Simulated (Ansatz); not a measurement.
K₂Bi⁻, relaxed as a quintet with UKS PBE-D4/def2-TZVPD in Ansatz, starting from the PBE-D4/def2-TZVPD geometry of the charge -1 singlet. Force threshold 0.02 eV/Å.

In the def2 sets Bi takes a core potential; there is no spin–orbit coupling. The highest occupied level of the charge -1 quintet lies above zero (up to 0.51 eV). It is a level of α spin, whose loss leaves a quartet; that state wasn't run at this geometry and level. The electron is either unbound and held by the finite basis, or the level is raised by self-interaction error. The relaxation made no stability test and no search for a lower SCF solution. At PBE-D4/def2-TZVPD a singlet of charge -1 lies 0.73 eV below the quintet, each at its own geometry. That singlet is doubtful there (restricted singlet, unstable towards broken spin symmetry). The structure comes from a short search, and lower isomers may exist.

Start:

Cartesian coordinates in Å:
```
K 1.833 0.574 -1.528
K -1.984 0.920 1.114
Bi 0.151 -1.494 0.414
```

Question: Estimate the energy that the relaxation releases and the steps that it takes.

Answer: 5.7 kcal/mol, in 6 steps; 12 s on 4 threads of Arm Neoverse V1 on a shared host. The force fell under the threshold at step 5, but the optimiser went on. No frequencies were taken in this run, so the end may be a saddle point.

Question: Does the start keep its bonding and symmetry?

Answer: By distances, no bond broke or formed. The bond that changes most is K1–Bi3, from 3.30 to 3.79 Å (atoms count from 1). Point group C2v at the start, C2v at the end, both within 0.05 Å.

Question: Predict the relaxed structure.

Answer: 
Cartesian coordinates in Å:
```
K 1.713 0.820 -1.527
K -1.912 1.148 0.982
Bi 0.199 -1.967 0.545
```
Bond lengths (bridged metal pairs left out): 2 × Bi–K 3.79 Å; 1 × K–K 4.42 Å.
